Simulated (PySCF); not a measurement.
**CsNa: a composite coupled-cluster calculation**

State: ¹Σ⁺, singlet, closed shell. De refers to Cs + Na. RHF-based CCSD(T) in PySCF 2.14 with Cs cc-pwCVDZ-X2C, Na cc-pCVDZ-DK and Cs cc-pwCVTZ-X2C, Na cc-pCVTZ-DK (frozen core orbitals: 24; spin-free X2C with a Gaussian nucleus). Correlation energies are extrapolated as n⁻³ (n = 2, 3), Hartree–Fock as (n+1)·exp(−9√n).

| Level | Re (Å) | ωe (cm⁻¹) | ωexe (cm⁻¹) | αe (cm⁻¹) | De (eV) |
| --- | --- | --- | --- | --- | --- |
| CCSD(T)/DZ | 3.9278 | 95.5 | 0.319 | 0.000231 | 0.574 |
| CCSD(T)/TZ | 3.8807 | 97.4 | 0.309 | 0.000225 | 0.594 |
| HF/CBS | 4.1075 | 91.4 | 0.200 | 0.000156 | -0.065 |
| MP2/CBS | 3.8215 | 103.7 | 0.239 | 0.000185 | 0.465 |
| CCSD/CBS | 3.8860 | 99.0 | 0.268 | 0.000200 | 0.542 |
| CCSD(T)/CBS | 3.8602 | 98.2 | 0.305 | 0.000225 | 0.602 |

**Question.** How much is left between CCSD(T)/TZ and the basis-set limit, and how much do the triples give at the limit?

**Answer.** CCSD(T)/CBS less CCSD(T)/TZ: -20.5 mÅ in Re, +0.8 cm⁻¹ in ωe and +0.008 eV in De. CCSD(T)/CBS less CCSD/CBS: -25.8 mÅ in Re, -0.8 cm⁻¹ in ωe and +0.060 eV in De.

The T1 diagnostic is 0.016. The open-shell atoms are computed with UHF. Spin–orbit coupling, excitations beyond (T) and corrections to the Born–Oppenheimer picture are left out.

The whole job (state search and all basis sets along the bond) took about 7.8 min on 4 threads of Arm Neoverse V1 (shared host), peak memory 5.6 GiB.
